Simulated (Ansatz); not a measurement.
**A geometry optimisation of CBO3 with BLYP-D3(BJ)/def2-SVP**

The starting geometry of this gas-phase doublet was optimised with GFN2-xTB.

```yaml
atoms:
  - { symbol: C, position_ang: [0.6276, 1.6737, 0.1183] }
  - { symbol: B, position_ang: [-0.6446, 1.6267, 1.1485] }
  - { symbol: O, position_ang: [-1.7871, 1.8422, 1.4854] }
  - { symbol: O, position_ang: [0.7050, 1.1371, 1.2863] }
  - { symbol: O, position_ang: [1.2318, 1.9113, -0.8611] }
```

Predict what it relaxes into with BLYP-D3(BJ)/def2-SVP.

A bond breaks, leaving `O=BO[C]=O`. Contacts that open: C1–B2 (1.64 → 2.40 Å).

The energy falls by 0.66 eV over 14 steps:

```tsv
step	E − E(last) (eV)
1	0.660
2	0.536
4	0.487
5	0.479
7	0.309
8	0.084
10	0.006
11	0.000
13	0.000
14	0.000
```

Final geometry (Å):

```xyz
5

C     0.7487    1.8308   -0.3271
B    -0.8587    1.5663    1.4412
O    -1.9603    1.6966    1.9433
O     0.3841    1.3915    0.9386
O     1.8189    1.7058   -0.8185
```

Frequencies at the end are all real (lowest 130 cm⁻¹). Open shells are spin-unrestricted. Run with Ansatz 0.2.0, 31 s on 1 thread of Arm Neoverse V2, on a shared host.
